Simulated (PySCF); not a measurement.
C9H17N.
Numbering: `[CH3:1][CH2:2][C@H:3]([C:4]#[N:5])[C:6]([CH3:7])([CH3:8])[CH2:9][CH3:10]` (hydrogens: H11, H12, H13 on C1; H14, H15 on C2; H16 on C3; H17, H18, H19 on C7; H20, H21, H22 on C8; H23, H24 on C9; H25, H26, H27 on C10)

Method used: PBE0-D3(BJ)/def2-SVP geometry optimisation, gas phase in PySCF 2.14.0.

(1) Give the optimised bond lengths and angles.

## Answers

(1) 
| bond | length (Å) | order |
| --- | --- | --- |
| C1–C2 | 1.520 | single |
| C2–C3 | 1.536 | single |
| C3–C4 | 1.465 | single |
| C4≡N5 | 1.158 | triple |
| C3–C6 | 1.560 | single |
| C6–C7 | 1.532 | single |
| C6–C8 | 1.530 | single |
| C6–C9 | 1.542 | single |
| C9–C10 | 1.521 | single |
| C1–H11, C1–H12, C1–H13 | 1.101 | single |
| C2–H14 | 1.100 | single |
| C2–H15 | 1.101 | single |
| C3–H16 | 1.105 | single |
| C7–H17, C7–H18, C7–H19 | 1.101 | single |
| C8–H20, C8–H21, C8–H22 | 1.101 | single |
| C9–H23 | 1.102 | single |
| C9–H24 | 1.103 | single |
| C10–H25, C10–H26, C10–H27 | 1.101 | single |

Bonds in one row agree within 0.01 Å and their mean is given. Orders are formal, as drawn. A selection of angles:
| angle | degrees |
| --- | --- |
| C1–C2–C3 | 113.3 |
| C2–C3–C4 | 109.6 |
| C2–C3–C6 | 115.7 |
| C4–C3–C6 | 110.5 |
| C3–C4–N5 | 178.6 |
| C3–C6–C7 | 108.6 |
| C3–C6–C8 | 110.5 |
| C3–C6–C9 | 110.4 |
| C7–C6–C8 | 108.9 |
| C7–C6–C9 | 109.9 |
| C8–C6–C9 | 108.5 |
| C6–C9–C10 | 116.8 |

Torsions: C1–C2–C3–C4 -61° (synclinal); C2–C3–C6–C7 -178° (antiperiplanar); C3–C6–C9–C10 -55° (synclinal).

Of the pairs four or more bonds apart, C4···H17 is among the closest relative to their van der Waals radii: 2.58 Å, 89 % of the sum of Bondi's values. The 8 C–C bonds span 1.465 Å (C3–C4, drawn single) to 1.560 Å (C3–C6, drawn single), a spread of 0.095 Å.

Point group: C1 (no symmetry element, even within 0.4 Å). Whether it is a minimum is left open (no frequencies). One conformer, not necessarily the lowest.

On Arm Neoverse V1, one thread, no GPU, on a shared host, this took 2.2 min wall. These figures are those of the optimisation.
